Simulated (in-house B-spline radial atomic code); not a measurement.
Eu²⁺: [He] 2s1 2p6 3s2 3p6 3d10 4s2 4p6 4d10 4f7 5s2 5p6 6s1 (with a hole in an inner shell)

Level of theory: Dirac-Kohn-Sham B3LYP, spherical fractional occupations, Fermi nucleus of rms radius 5.1115 fm; calculated with a radial B-spline atomic code at the basis-set limit.

Screening seen three ways: the hydrogenic charge with the same mean radius, Z_r = [3n² - l(l+1)]/(2<r>), the one with the same energy, Z_e = n√(-2ε), and Slater's rules. Values are occupation-weighted means over j. An effective charge above Z reflects the relativistic contraction of the inner shells.

```csv
shell,electrons,ε (eV),<r> (bohr),Z_r,Z_e,Slater
1s,2,-48671,0.02231,67.23,59.81,62.70
2s,1,-8113.6,0.09423,63.68,48.84,59.20
2p,6,-7302.7,0.08311,60.16,46.34,59.20
3s,2,-1835,0.2465,54.77,34.84,52.60
3p,6,-1571,0.2441,51.21,32.24,52.60
3d,10,-1208.4,0.2215,47.40,28.27,42.85
4s,2,-387.42,0.5581,43.00,21.34,36.25
4p,6,-298.13,0.5881,39.11,18.72,36.25
4d,10,-169.6,0.6365,32.99,14.12,24.85
5s,2,-67.755,1.342,27.94,11.16,12.30
5p,6,-44.939,1.548,23.58,9.09,12.30
4f,7,-26.061,0.8499,21.18,5.54,15.90
6s,1,-16.171,3.378,15.99,6.54,4.20
```

The least bound orbital is 6s1/2 at -16.17 eV, and it is also the most diffuse (<r> = 3.378 bohr). The part-filled 2s shell lies below the filled 5p shell in orbital energy.

Spin-orbit splittings of the orbital energies (j = l + 1/2 above j = l - 1/2 when positive): 2p 656.3 eV, 3p 136.9 eV, 3d 30.58 eV, 4p 30.61 eV, 4d 5.701 eV, 5p 4.352 eV, 4f 0.7717 eV.

For the 1s electron the small component carries 5.5 % of the norm, the zero-frequency Breit interaction raises the level by 139.9 eV, self-energy by 85.53 eV, and vacuum polarisation lowers it by 13.74 eV.

Caution: exact exchange at fractional occupations of open shells leaves self-interaction of up to several eV.
